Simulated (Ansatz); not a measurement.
Molecule: CH3Te, charge 0, multiplicity 2. It need not be the lowest isomer of its formula. SMILES: C[Te]
Geometry: optimised at B3LYP-D3(BJ)/def2-TZVP (Ansatz, a first-principles code).

Parts of the frozen-core correlation energy in def2-SVPD (Ansatz, hartree). Frozen orbitals: 10; correlated occupied orbitals by spin: 7 and 6; virtual: 62 and 63. UHF or UKS for open shells. No spin-orbit coupling. In def2 rows, elements after Kr have scalar-relativistic effective core potentials.

```csv
term,value
reference (HF),-306.56949
MP2 opposite-spin,-0.18479
MP2 same-spin,-0.05364
CCSD correlation,-0.26877
(T),-0.00849
T1 diagnostic,0.012
largest doubles amplitude,0.046
<S^2> of the reference,0.761
```
